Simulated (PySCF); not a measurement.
C₂H₃BCl₂O₂ (SMILES CC(=O)OB(Cl)Cl), singlet, at a GFN2-xTB geometry; PySCF with CAMB3LYP/6-31+G*, polarisability.

The PySCF input:
```python
from pyscf import gto, scf, dft
from pyscf.prop import polarizability

mol = gto.Mole()
mol.atom = '''
    B    -0.364389    0.603335    0.201147
    Cl    0.811168    1.670876   -0.470242
    Cl   -1.760357    1.225933    0.997539
    O    -0.310740   -0.743918    0.095060
    C     0.718361   -1.566920   -0.308410
    C     0.190857   -2.915294   -0.679448
    O     1.854578   -1.212952   -0.312446
    H     1.013254   -3.570674   -0.948376
    H    -0.497835   -2.815451   -1.515688
    H    -0.363264   -3.328058    0.160516
'''
mol.basis = '6-31+g*'
mol.charge = 0
mol.spin = 0
mol.verbose = 4
mol.build()

mf = dft.RKS(mol)
mf.xc = 'camb3lyp'
mf.kernel()
alpha = mf.Polarizability().polarizability()[2, 2]
print('alpha_zz =', alpha)
```

It wrote (shortened):

```
site-packages/pyscf/prop/efg/rhf.py:45: UserWarning: Module EFG is under testing
  warnings.warn('Module EFG is under testing')
site-packages/pyscf/prop/efg/dhf.py:30: UserWarning: Module EFG is under testing
  warnings.warn('Module EFG is under testing')
site-packages/pyscf/prop/zfs/uhf.py:40: UserWarning: Module ZFS is under testing
  warnings.warn('Module ZFS is under testing')
site-packages/pyscf/prop/gtensor/uhf.py:43: UserWarning: Module g-tensor is under testing
  warnings.warn('Module g-tensor is under testing')
site-packages/pyscf/prop/gtensor/uks.py:41: UserWarning: Module g-tensor is under testing
  warnings.warn('Module g-tensor is under testing')
site-packages/pyscf/prop/hfc/uks.py:35: UserWarning: Module HFC is under testing
  warnings.warn('Module HFC is under testing')
site-packages/pyscf/prop/magnetizability/rhf.py:39: UserWarning: Module magnetizability is under testing
  warnings.warn('Module magnetizability is under testing')
site-packages/pyscf/prop/magnetizability/uhf.py:37: UserWarning: Module magnetizability is under testing
  warnings.warn('Module magnetizability is under testing')
site-packages/pyscf/prop/magnetizability/rks.py:37: UserWarning: Module magnetizability is under testing
  warnings.warn('Module magnetizability is under testing')
site-packages/pyscf/prop/magnetizability/uks.py:39: UserWarning: Module magnetizability is under testing
  warnings.warn('Module magnetizability is under testing')
site-packages/pyscf/prop/polarizability/uhf.py:34: UserWarning: Module polarizability is under testing
  warnings.warn('Module polarizability is under testing')
site-packages/pyscf/prop/polarizability/rks.py:29: UserWarning: Module polarizability is under testing
  warnings.warn('Module polarizability is under testing')
site-packages/pyscf/prop/polarizability/uks.py:29: UserWarning: Module polarizability is under testing
  warnings.warn('Module polarizability is under testing')
PySCF version 2.14.0

[INPUT] verbose = 4
[INPUT] num. atoms = 10
[INPUT] num. electrons = 70
[INPUT] charge = 0
[INPUT] spin (= nelec alpha-beta = 2S) = 0
[INPUT] symmetry False subgroup None
[INPUT] Mole.unit = angstrom
[INPUT] Symbol           X                Y                Z      unit          X                Y                Z       unit  Magmom
[...]
nuclear repulsion = 407.622119659991
number of shells = 66
number of NR pGTOs = 277
number of NR cGTOs = 140
basis = 6-31+g*
ecp = {}

******** <class 'pyscf.dft.rks.RKS'> ********
method = RKS
initial guess = minao
damping factor = 0
level_shift factor = 0
DIIS = <class 'pyscf.scf.diis.CDIIS'>
diis_start_cycle = 1
diis_space = 8
diis_damp = 0
SCF conv_tol = 1e-09
SCF conv_tol_grad = None
SCF max_cycles = 50
direct_scf = True
direct_scf_tol = 1e-13
XC library pyscf.dft.libxc version 7.1.2
    S. Lehtola, C. Steigemann, M. J. T. Oliveira, and M. A. L. Marques,  SoftwareX 7, 1–5 (2018)
XC functionals = camb3lyp
    T. Yanai, D. P. Tew, and N. C. Handy,  Chem. Phys. Lett. 393, 51 (2004)
radial grids:
    Treutler-Ahlrichs [JCP 102, 346 (1995); DOI:10.1063/1.469408] (M4) radial grids

becke partition: Becke, JCP 88, 2547 (1988); DOI:10.1063/1.454033
pruning grids: <function nwchem_prune>
grids dens level: 3
symmetrized grids: False
atomic radii adjust function: <function treutler_atomic_radii_adjust>
small_rho_cutoff = 0
Set gradient conv threshold to 3.16228e-05
Initial guess from minao.
tot grids = 137632
init E= -1174.92772433122
[...]
cycle= 1 E= -1173.54516349725  delta_E= 1.38  |g|= 0.966  |ddm|= 3.48
[...]
cycle= 2 E= -1173.35494139253  delta_E= 0.19  |g|= 1.45  |ddm|= 2.43
[...]
cycle= 3 E= -1173.7372563217  delta_E= -0.382  |g|= 0.188  |ddm|= 1.57
[...]
cycle= 4 E= -1173.74331379816  delta_E= -0.00606  |g|= 0.0654  |ddm|= 0.206
[...]
cycle= 5 E= -1173.74405801211  delta_E= -0.000744  |g|= 0.0171  |ddm|= 0.072
[...]
cycle= 6 E= -1173.74412291171  delta_E= -6.49e-05  |g|= 0.00418  |ddm|= 0.0243
[...]
cycle= 7 E= -1173.7441279728  delta_E= -5.06e-06  |g|= 0.00114  |ddm|= 0.01
[...]
cycle= 8 E= -1173.7441283692  delta_E= -3.96e-07  |g|= 0.000381  |ddm|= 0.00266
[...]
cycle= 9 E= -1173.74412841498  delta_E= -4.58e-08  |g|= 9.38e-05  |ddm|= 0.000847
[...]
cycle= 10 E= -1173.74412841795  delta_E= -2.97e-09  |g|= 2.77e-05  |ddm|= 0.000192
[...]
cycle= 11 E= -1173.74412841822  delta_E= -2.67e-10  |g|= 5.52e-06  |ddm|= 6.49e-05
[...]
Extra cycle  E= -1173.74412841821  delta_E= 4.77e-12  |g|= 6.82e-06  |ddm|= 1.55e-05
converged SCF energy = -1173.74412841821
Isotropic polarizability 62.5352543485
Polarizability anisotropy 20.4809675777
alpha_zz = 48.881312283253656
```
